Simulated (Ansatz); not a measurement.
Cartesian coordinates in Å:
```
N 0.607 -1.368 0.996
Si -0.819 -0.496 1.299
In -1.930 1.796 -0.675
Si 0.531 1.009 -1.725
H 1.123 -1.243 0.140
H 1.184 -1.694 1.752
H -1.828 -0.688 0.206
H -1.379 -0.964 2.592
H -0.711 1.010 1.392
H 0.825 -0.457 -1.883
H 1.718 1.544 -0.979
H 0.677 1.552 -3.114
```

Charge 0, multiplicity 1. In takes the def2 core potential. The bonds changed during the relaxation, so this is another structure than the one it started from.

Problem. List the PBE0/def2-TZVPP orbital energies in eV (Ansatz 0.2.0). (Estimate.)

Solution. The calculation gave: Occupied: -1803.18, -1801.59, -391.17, -145.46, -143.94, -127.96, -100.12, -100.11, -100.10, -98.60, -98.60, -98.57, -84.31, -84.29, -84.06, -24.13, -20.94, -20.94, -20.73, -20.72, -20.69, -15.74, -14.48, -13.93, -12.09, -10.54, -10.40, -9.16, -9.00, -8.70, -7.85, -5.48. Lowest empty: -1.79, -1.30, -0.03, 0.29, 0.80, 1.40, 1.45, 1.94.
